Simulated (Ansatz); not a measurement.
Al4H, relaxed as a doublet with UKS PBE0-D4/def2-SVP in Ansatz, starting from the GFN1-xTB geometry. Force threshold 0.02 eV/Å.

In the doublet geometry the species has come apart into loosely held pieces. The structure comes from a short search, and lower isomers may exist.

Start:

```xyz
5

Al   -1.7588    1.5710    0.9949
Al    0.4197   -2.2048   -0.3274
Al   -0.8133   -0.0744   -0.9238
Al    0.6375    1.2083    0.8418
H     1.5150   -0.5000   -0.5855
```

```csv
step,energy (eV),largest force component (eV/Å),SCF passes
1,-26380.0804,0.894,74
2,-26380.3700,0.514,61
3,-26380.4970,0.169,58
4,-26380.5237,0.145,60
5,-26380.5588,0.109,59
6,-26380.5627,0.125,65
7,-26380.5822,0.140,60
8,-26380.6572,0.201,64
9,-26380.7176,0.296,68
10,-26380.8112,0.225,56
11,-26380.8977,0.430,60
12,-26381.0071,0.350,102
13,-26381.0683,0.272,56
14,-26381.1163,0.189,45
15,-26381.1208,0.061,49
16 (rejected),-26381.1145,0.117,43
17,-26381.1224,0.042,44
18,-26381.1229,0.028,45
19,-26381.1233,0.009,42
```

Force components are those of the run's own axes.

End:

```xyz
5

Al   -1.020    1.644    0.338
Al    0.947   -1.699   -0.269
Al   -1.212   -0.509   -1.125
Al    0.767    0.172    1.541
H     0.517    0.392   -0.484
```

Bonds lost: Al3–Al4 (atoms count from 1). Bonds formed: Al2–Al4 (atoms count from 1). The end holds 2 separate pieces.

No frequencies were taken in this run, so the end may be a saddle point.

It took 43 s on 4 threads of Arm Neoverse V1 on a shared host.
